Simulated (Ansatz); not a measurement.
Energy needed to pull apart BHBrF (SMILES FBBr), singlet, into free ground-state atoms, from the structure below (displaced at random from a GFN2-xTB minimum); no zero-point or spin–orbit terms; open-shell atoms are treated unrestricted, in their ground-state multiplicity.

```json
{"atom": "F1", "x (Å)": "1.0968", "y (Å)": "-0.2490", "z (Å)": "-0.7579"}
{"atom": "B2", "x (Å)": "0.0806", "y (Å)": "-0.1608", "z (Å)": "0.0437"}
{"atom": "Br3", "x (Å)": "-1.0631", "y (Å)": "1.2824", "z (Å)": "-0.1963"}
{"atom": "H4", "x (Å)": "-0.0683", "y (Å)": "-0.9643", "z (Å)": "0.8670"}
```

Ansatz 0.2.0; basis: def2-TZVPP; cores frozen in the correlated methods. Filled d shells of the heavier atoms are correlated. The def2 sets are not built for correlating such inner shells, so the correlated values are less sure here.

```csv
method,atomization energy (kJ/mol)
PBE-D4,?
revPBE-D4,1427
BLYP-D4,1434
r2SCAN-D4,1458
PBE0-D4,1443
wB97M-V,?
HF,1108
MP2,1464
CCSD,1379
CCSD(T),1403
```

(1) What does wB97M-V give? (An estimate is asked for; the value comes from the calculation.)

(2) What does PBE-D4 give? (Judge from chemistry; the value comes from the calculation.)

The T1 diagnostic stays at or below 0.011.

Answers

(1) The calculation gives: 1440 kJ/mol, which is about 37 kJ/mol more than CCSD(T)/def2-TZVPP.

(2) By the calculation: 1474 kJ/mol, which is about 71 kJ/mol more than CCSD(T)/def2-TZVPP.

In triple zeta the MP2 and coupled-cluster atomization energies are still short of their basis limit by a few kcal/mol a bond, whereas those of the functionals are nearly converged, so these differences are not deviations from converged CCSD(T).

For scale, one of the runs: CCSD(T)/def2-TZVPP forces, 124 basis functions (an equivalent command: `ansatz run in.yaml --threads 4`). The run took 43 s on 4 CPU threads (shared host), with 0.98 GiB of host memory at its peak.
